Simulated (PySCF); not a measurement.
Bonds: Si1-S4 2.155 Å, Si1-S8 2.155 Å, S4-Si5 2.155 Å, Si5-S8 2.155 Å. Si1 carries H2, H3; Si5 carries H6, H7.

Geometry: PBE0-D3(BJ)/def2-SVP; GIAO absolute shieldings from PySCF 2.14, gas phase, non-relativistic, averaged over equivalent atoms.

At B3LYP/pcSseg-1 (116 basis functions, 6.2 s wall time on 1 thread of an Arm Neoverse V2, shared host):
```json
{"atoms": "Si1/Si5", "σ (ppm)": "340.0"}
{"atoms": "H2/H3/H6/H7", "σ (ppm)": "25.50"}
{"atoms": "S4/S8", "σ (ppm)": "731.9"}
```

Task: Estimate the result of repeating the calculation with PBE0/pcSseg-1.

Result: 
| atoms | σ at PBE0/pcSseg-1 | change |
| --- | --- | --- |
| Si1/Si5 | 354.5 | +14.5 |
| H2/H3/H6/H7 | 25.32 | -0.18 |
| S4/S8 | 762.1 | +30.2 |

The largest change is at S4/S8 (sulfur bonded to 2 Si). Cost: 116 basis functions, 7.3 s wall time on 1 thread of an Arm Neoverse V2, shared host.
